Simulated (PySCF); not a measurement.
Stepwise substitution at one centre (Al NH2-H). Gas-phase values, no solvent. Strings in code marks are SMILES.

Quantity: redistribution energy (mixed species minus the weighted end members), in kcal/mol.

Level 1: r2SCAN-D4/def2-TZVP (PySCF)
Level 2: B3LYP/3-21G // r2SCAN-D4/def2-TZVP (PySCF)
Level 3: PBE/6-31G* // r2SCAN-D4/def2-TZVP (PySCF)
Level 4: SVWN5/6-31G* // r2SCAN-D4/def2-TZVP (PySCF)

| species | level 2 | level 3 | level 4 |
|---|---|---|---|
| 2 of 3 NH2 replaced by H: `[AlH2][NH2]` | -6.39 | -5.43 | -5.74 |
| 1 of 3 NH2 replaced by H: `[NH2][AlH][NH2]` | -5.00 | -4.55 | -4.77 |

What does level 1 give for each?


- 2 of 3 NH2 replaced by H: `[AlH2][NH2]`: -3.70
- 1 of 3 NH2 replaced by H: `[NH2][AlH][NH2]`: -3.23
